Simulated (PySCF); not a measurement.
Scan of F₂Sr, singlet: symmetric bend, bond length relaxed. Scanned: F-Sr-F angle. Other coordinates (Sr-F bond length) were minimised at B3LYP/def2-TZVP.

The free coordinates were minimised at B3LYP/def2-TZVP in PySCF; the energy column is CCSD(T) on RHF/def2-TZVP, 2 core orbitals frozen, def2 effective core potentials past Kr run with PySCF, in kJ/mol.

| a / ° | Sr-F bond length / Å | E |
|---|---|---|
| 180 | 2.175 | 7.22 |
| 170 | 2.173 | 6.18 |
| 160 | 2.167 | 3.78 |
| 150 | 2.159 | 1.31 |
| 140 | 2.149 | 0.00 |
| 130 | 2.139 | 0.77 |
| 120 | 2.129 | 4.27 |
| 110 | 2.123 | 11.29 |
| 100 | 2.116 | 23.37 |
| 90 | 2.110 | 42.52 |
| 80 | 2.111 | 71.54 |
